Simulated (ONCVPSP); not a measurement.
**Before and after: ONCV potential for palladium (Pd)**

Pd, optimised norm-conserving Vanderbilt (ONCV), made with ONCVPSP 4.0.1 (PBEsol, non-relativistic). Core [Ar] 3d10, reference 4s2 4p6 4d10. Waves: 4s: rc 1.10 bohr, ncon 4, nbas 8, qcut 5.4 1/bohr, 2 projectors, debl 1.5 Ha; 4p: rc 1.70 bohr, ncon 4, nbas 8, qcut 8.1 1/bohr, 1 projector; 4d: rc 1.10 bohr, ncon 4, nbas 9, qcut 9.6 1/bohr, local. Local part: the d channel. Core correction: Teter function, fcfact 2, rcfact 1.65.

In the s channel the program set the typed energies aside and used -2.884, 0.250 Ha.

Change: core correction Teter function, fcfact 2, rcfact 1.78.

Cutoffs: the cutoffs (Ha) at which the residual kinetic energy of the hardest occupied pseudo-wave falls to 1 and 0.1 mHa per electron; they do not see the model core or the augmentation charge, which bear on the density cutoff. Errors are all-electron minus pseudo energies relative to the spin-unpolarised reference configuration.

What does the change do?

The potential gets neither clearly harder nor softer (141 Ha and 170 Ha → 141 Ha and 170 Ha); of the 3 tests that both files solve, the error grows in 1 and shrinks in 0 by more than 15 % and 0.3 meV (median size 0.3 → 0.4 meV); neither file shows a bound ghost. A model core, the more so a compact one, raises the density cutoff, which this test does not measure.

```csv
quantity,base,changed
"cutoff, loose",141 Ha,141 Ha
"cutoff, tight",170 Ha,170 Ha
bound ghosts,none,none
GHOST(+) flags under 300 eV,none,none
tests with a reliable result,3 of 4,3 of 4
"error for 4s2 4p6 4d9, meV [ΔE 9.26 eV]",+0.3,+0.3
"error for 4s2 4p6 4d8, meV [ΔE 30.36 eV]",+3.2,+2.8
"error for 4s2 4p6 4d9 5s1, meV [ΔE 2.20 eV]",-0.1,-0.4
s: phases at 1.12 bohr within 0.05 rad from the reference energy up to (Ha; the scan ends near 5),to the end of the scan,to the end of the scan
p: phases at 1.73 bohr within 0.05 rad from the reference energy up to (Ha; the scan ends near 5),0.6,0.6
d: phases at 1.12 bohr within 0.05 rad from the reference energy up to (Ha; the scan ends near 5),to the end of the scan,to the end of the scan
"rms error of d²Exc/dni dnj with the model core, mHa",1.21,2.01
```
